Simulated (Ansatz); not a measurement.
H4OSi2, SMILES `O[Si][SiH3]` (lower singlet; H–O–Si–Si torsion 180°) (charge 0, multiplicity 1). This singlet lies 1.20 eV below the relaxed triplet at the level frozen-core CCSD(T)/cc-pVTZ // PBE0-D3(BJ)/def2-TZVP (Ansatz, a first-principles code).

Cartesian coordinates (Å):
SMILES: O[Si][SiH3]
```xyz
7

O      1.9757     0.1948    -0.0571
Si     0.9838    -0.9598     0.6094
Si    -1.1016     0.0456    -0.1051
H      2.9136     0.0357     0.0846
H     -0.9691     1.3040    -0.8914
H     -1.8628    -0.9463    -0.9233
H     -1.9398     0.3261     1.0997
```
Charge 0, multiplicity 1.

Frozen-core energies in 6-31g from Ansatz at a geometry from PBE0-D3(BJ)/def2-TZVP; the HF reference has <S^2> = 0.00 and the T1 diagnostic is 0.018.

```json
[
 {"level": "HF", "energy (Ha)": "-654.89441"},
 {"level": "MP2", "energy (Ha)": "-655.11777"},
 {"level": "CCSD", "energy (Ha)": "-655.14880"},
 {"level": "CCSD(T)", "energy (Ha)": "-655.15386"}
]
```

Task: Estimate the energies of CCSDT and CCSDT(Q), and give each level's difference from CCSDT(Q).

Result: 
```tsv
level	energy (Ha)	difference from CCSDT(Q) (mHa)
MP2	-655.11777	37.60
CCSD	-655.14880	6.58
CCSD(T)	-655.15386	1.52
CCSDT	-655.15458	0.80
CCSDT(Q)	-655.15537	0.00
```
